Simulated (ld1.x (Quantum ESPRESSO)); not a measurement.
# Before and after: TM potential for lead

Pb, norm-conserving Troullier–Martins (Kleinman–Bylander form), made with ld1.x (Quantum ESPRESSO) 7.5 (Wu–Cohen, fully relativistic). Core [Xe] 4f14 5d10, reference 6s2 6p1 (charge +1). Waves: 6p (bound): rc 2.10 bohr; 6d channel at -0.2 Ry: rc 1.70 bohr; 6s (bound): rc 1.75 bohr. Local part: the s channel. Core correction: Bessel-smoothed model core inside 1.25 bohr.

Open shells are filled in proportion to 2j + 1 (rel_dist='average').

All-electron outer shells of the reference configuration (Wu–Cohen, scalar-relativistic, ld1.x):

```
shell  level (eV)  outermost node (bohr)  outermost maximum (bohr)
   6s      -19.33                   1.01                      1.95
   6p       -9.87                   1.18                      2.50
```

Change: all radii but the core radius scaled by about 1.17 (s 2.06, p 2.46, d 2.00 bohr).

Cutoffs: the cutoffs (Ry, on a coarse ladder) from which the occupation-weighted sum of valence levels, in a spherical-Bessel basis at the reference potential, stays within 10 and 1 mRy of its value at 400 Ry; they do not see the model core or the augmentation charge, which bear on the density cutoff. Errors are all-electron minus pseudo energies relative to the spin-unpolarised reference configuration.

Task: Predict the effect on cutoff, ghosts and configuration errors.

Result: The potential gets softer (25 Ry and 50 Ry → 21 Ry and 35 Ry); both files keep a bound ghost (d); the errors of the 7 common tests hardly move. A larger radius leaves more room for a smooth pseudo-wave, so fewer plane waves are needed.

| quantity | base | changed |
| --- | --- | --- |
| cutoff, loose | 25 Ry | 21 Ry |
| cutoff, tight | 50 Ry | 35 Ry |
| loose cutoff by channel (10 mRy a level) | p 12 Ry, s 21 Ry | p 10 Ry, s 18 Ry |
| bound ghosts | d3/2, d5/2 | d3/2, d5/2 |
| error for 6s2 6p2, meV [ΔE -6.71 eV] | -15 | -16 |
| error for 6s2 6p0, meV [ΔE 13.61 eV] | -50 | -50 |
| error for 6s1 6p0, meV [ΔE 46.11 eV] | -459 | -454 |
| error for 6s2 6p1.5, meV [ΔE -4.16 eV] | -5.5 | -5.5 |
| error for 6s2 6p2.3, meV [ΔE -7.55 eV] | -20 | -21 |
| error for 6s1 6p2, meV [ΔE 9.42 eV] | -34 | -36 |
| error for 6s1 6p3, meV [ΔE 1.89 eV] | -16 | -18 |

 A true bound ghost makes a file unfit for plane-wave use even where its test errors are small: the radial tests pick states by their node count and pass the ghost by.
